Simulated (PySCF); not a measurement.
## Spinor energies of Ti³⁺ (titanium, charge +3)

Start: [Ar] 4s1; 4s1/2 filled at m_j = +1/2. Calculated with PySCF 2.14 in x2c-SVPall-2c with one added diffuse shell each of s, d type (6s5p4d1f, 48 functions): generalised Hartree-Fock with the X2C-1e Hamiltonian and a Gaussian nucleus; one run each with spin-orbit coupling (SO) switched off, then screened by Boettger's factors. This is a chosen level, not necessarily the ground level.

```
spinor shell  electrons  ε, spin-free (eV)  ε, screened SO (eV)  weight of nominal j (screened SO)  rms radius, screened SO (bohr)
       1s1/2          2            -5064.5              -5064.5                              1.000                          0.0805
       2s1/2          2            -638.53              -638.53                              1.000                           0.350
       2p1/2          2            -534.41              -538.41                              1.000                           0.318
       2p3/2          4            -534.41              -532.43                              1.000                           0.321
       3s1/2          2            -122.43              -122.43                              1.000                            1.07
       3p1/2          2            -91.099              -91.630                              0.990                            1.15
       3p3/2          4            -91.099              -90.836                              0.995                            1.15
       4s1/2          1            -31.196              -31.196                              1.000                            3.35
```

```json
{"quantity": "E (hartree)", "spin-free": "-850.50711", "screened SO": "-850.51139"}
{"quantity": "M_J", "spin-free": "1/2", "screened SO": "1/2"}
{"quantity": "⟨J²⟩", "spin-free": "0.750", "screened SO": "0.750"}
{"quantity": "⟨L²⟩", "spin-free": "0.000", "screened SO": "0.000"}
{"quantity": "⟨S²⟩", "spin-free": "0.750", "screened SO": "0.750"}
```

Each row is a mean over spinors that exchange with the open shell spreads, by up to 0.337 eV (3s1/2).

Without spin-orbit coupling the j labels of p, d and f shells carry no meaning; the spin-free column gives the mean over the occupied spinors of each nl shell.
